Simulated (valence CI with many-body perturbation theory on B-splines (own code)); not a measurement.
# Ho¹⁸⁺: one-electron terms

Level of theory: configuration interaction combined with many-body perturbation theory (CI+MBPT): three valence electrons over a frozen Dirac-Fock core [Kr] 4d10, radial functions for each j: 7 s, 7 p, 7 d, 7 f, 4 g, 2 h, with the one-electron correlation potential Σ1, the two-electron term Σ2, the three-electron term Σ3, Breit, model QED; selected CI, second order for the rest, scaled by the run's own slope (own B-spline code, finite nucleus).

No measured spectrum was set against this ion. As an estimate, terms of the open shell hold to a few per cent of their energy, and close levels can change places. Excitations out of the core, of the other parity, are not computed and may begin above about 129 eV (a cautious bound); beyond it only levels of the ground parity were kept, without lifetimes.

These are the spectroscopic orbitals of the CI (the correlating ones are not listed), shaped by the core and the other valence electrons. h is the expectation value of the core's Dirac-Fock operator, without the valence repulsion; Σ1 is computed up to l = 3 at one energy for each symmetry, that of its lowest orbital but kept below the first core excitation, so for empty shells it is not the orbital's own correlation shift; Breit and QED include the response of the core.

```csv
Orbital,h (hartree),Σ1 (cm⁻¹),Breit (cm⁻¹),QED (cm⁻¹),⟨r⟩ (bohr)
5s1/2,-16.834,-20126,1763,1538,0.9907
6s1/2,-10.183,-5966,765,661,1.649
7s1/2,-6.8648,-2840,422,368,2.445
5p1/2,-15.61,-19381,2706,-11.1,1.031
6p1/2,-9.5844,-6051,1228,-5.1,1.712
7p1/2,-6.5256,-2936,690,-2.8,2.533
5p3/2,-15.088,-17651,1546,128,1.070
6p3/2,-9.3361,-5737,713,58.6,1.759
7p3/2,-6.3865,-2827,438,33.4,2.590
5d3/2,-13.096,-13318,827,-90.2,1.160
6d3/2,-8.352,-5223,438,-46.3,1.883
7d3/2,-5.8186,-2709,257,-26.9,2.766
5d5/2,-12.992,-12821,452,-42.0,1.171
6d5/2,-8.3003,-5071,239,-21.5,1.896
7d5/2,-5.7887,-2639,143,-12.5,2.781
4f5/2,-18.761,-28626,-346,-272,0.5674
5f5/2,-10.68,-9781,6.4,-65.2,1.290
4f7/2,-18.698,-28130,-1067,-217,0.5708
5f7/2,-10.658,-9711,-184,-49.8,1.293
5g7/2,-8.9886,,-55.0,-7.9,1.367
5g9/2,-8.9879,,-84.3,-5.3,1.367
```

Among the shells of the start configuration 4f3, Σ1 is largest in size for 4f5/2, where it is 0.70 % of h.

Lowest root of each symmetry, sizes in configuration state functions:

| J | Parity | Roots | Reference | Variational | Second order | Change by selected CI (cm⁻¹) | Change by second order (cm⁻¹) |
| --- | --- | --- | --- | --- | --- | --- | --- |
| 1/2 | even | 13 | 61 | 6274 | 12129 | -4355 | -1 |
| 3/2 | even | 22 | 108 | 10796 | 21997 | -3276 | -1 |
| 5/2 | even | 28 | 134 | 13905 | 28420 | -3352 | -1 |
| 7/2 | even | 28 | 131 | 14373 | 29530 | -2875 | 0 |
| 9/2 | even | 25 | 111 | 12764 | 26215 | -3034 | -1 |
| 11/2 | even | 17 | 78 | 9467 | 23955 | -2922 | -1 |
| 13/2 | even | 11 | 50 | 6212 | 15117 | -2902 | -1 |
| 15/2 | even | 5 | 25 | 3750 | 10450 | -3958 | -2 |
| 17/2 | even | 2 | 13 | 1924 | 6644 | -3880 | -2 |
| 1/2 | odd | 10 | 68 | 5110 | 12130 | -4462 | -1 |
| 3/2 | odd | 18 | 121 | 8172 | 22576 | -3051 | -1 |
| 5/2 | odd | 22 | 142 | 10645 | 31909 | -2902 | -1 |
| 7/2 | odd | 22 | 140 | 11069 | 33773 | -2949 | -1 |
| 9/2 | odd | 19 | 119 | 9267 | 29636 | -2071 | 0 |
| 11/2 | odd | 15 | 91 | 7810 | 23983 | -2003 | 0 |
| 13/2 | odd | 9 | 56 | 6284 | 17704 | -1994 | 0 |
| 15/2 | odd | 6 | 29 | 3890 | 10609 | -2026 | 0 |
| 17/2 | odd | 2 | 8 | 2102 | 4249 | -3120 | -1 |
